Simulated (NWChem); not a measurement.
## Basis-set convergence for AgCl

SMILES: [Cl][Ag]
```xyz
2

Ag     0.0000     0.0000    -0.6112
Cl     0.0000     0.0000     1.6897
```
Charge 0, spin multiplicity 1.

The numbers come from NWChem runs, not from measurements. The geometry was optimised at PBE/def2-SVP with def2 effective core potentials on Ag, a minimum by its harmonic frequencies.

Quantity: LUMO energy at the level PBE.

Effective core potentials replace the inner electrons of Ag; spin-orbit coupling is left out. The structure started from a generated list of species.

```csv
basis,functions,LUMO energy (eV)
def2-SVP,49,[?]
def2-SVPD,61,[?]
def2-TZVP,77,-4.11
def2-TZVPD,86,-4.15
def2-TZVPP,98,[?]
def2-QZVP,142,-4.12
```

### Question
Complete the blanks.

### Answer

- def2-SVP, LUMO energy (eV): -3.97
- def2-SVPD, LUMO energy (eV): -4.17
- def2-TZVPP, LUMO energy (eV): -4.08
